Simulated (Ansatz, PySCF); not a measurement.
BrH3N2SW, SMILES [NH]=[W](=[NH])([SH])[Br], multiplicity 1. Atoms are numbered in the order given.

```xyz
8

W      0.0290    -0.4053    -0.0823
N     -1.4426    -1.3535    -0.1873
H     -2.0793    -2.0423    -0.5832
N      1.1577    -0.8055    -1.3615
H      1.4686    -1.2992    -2.1965
Br    -0.5573     1.9724    -0.2372
S      1.1655    -1.0848     1.8636
H      0.0509    -1.2052     2.6251
```
Charge 0, spin multiplicity 1.

The structure is a stationary point at r2SCAN-D4/def2-SVP. The spin state was assumed, not searched. The def2 effective core potentials stand for the cores of W; spin–orbit coupling is left out. Other conformers were not sampled.

Two levels are set side by side: PBE-D3(BJ)/def2-SVP (Ansatz, a quantum-chemistry and plane-wave program) and r2SCAN-D4/def2-SVP (Ansatz). Each level has its own optimised geometry; the coordinates shown are those of the second. Frequencies come from the Hessian of PySCF at each geometry. Differences are taken from unrounded values.

```tsv
quantity	r2SCAN-D4
mean bond length (Å)	1.672
bond W1–N2 (Å)	1.754
bond W1–N4 (Å)	1.752
bond W1–Br6 (Å)	2.454
bond W1–S7 (Å)	2.354
bond N2–H3 (Å)	1.018
bond N4–H5 (Å)	1.019
bond S7–H8 (Å)	1.355
highest harmonic wavenumber (cm⁻¹)	3616
mean harmonic wavenumber (cm⁻¹)	933
zero-point energy (kcal/mol)	24.00
```

Task: What does PBE-D3(BJ) give, and how far is it from r2SCAN-D4? (The exact figures need the calculation; the answer reports its results.)

Result: 
| quantity | PBE-D3(BJ) | PBE-D3(BJ) minus r2SCAN-D4 |
|---|---|---|
| mean bond length (Å) | 1.680 | 0.008 |
| bond W1–N2 (Å) | 1.762 | 0.008 |
| bond W1–N4 (Å) | 1.761 | 0.009 |
| bond W1–Br6 (Å) | 2.461 | 0.008 |
| bond W1–S7 (Å) | 2.361 | 0.007 |
| bond N2–H3 (Å) | 1.025 | 0.007 |
| bond N4–H5 (Å) | 1.025 | 0.007 |
| bond S7–H8 (Å) | 1.366 | 0.011 |
| highest harmonic wavenumber (cm⁻¹) | 3537 | -79 |
| mean harmonic wavenumber (cm⁻¹) | 910 | -23 |
| zero-point energy (kcal/mol) | 23.41 | -0.59 |
